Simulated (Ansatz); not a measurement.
Harmonic frequencies (cm⁻¹) at PBE0-D4/def2-TZVP from Ansatz: 57, 72, 77, 297, 330, 367, 390, 435, 516, 560, 650, 664, 776, 802, 884, 884, 919, 1912, 1925, 2136, 2142, 2146, 2191, 2202.

(1) Which molecule is it?
A. `OB[NH][GaH2]`
B. `[AlH2][SiH2][GeH3]`
C. `[SiH3][AlH][GeH3]`
D. `SCC1BS1`

Answers

(1) B.
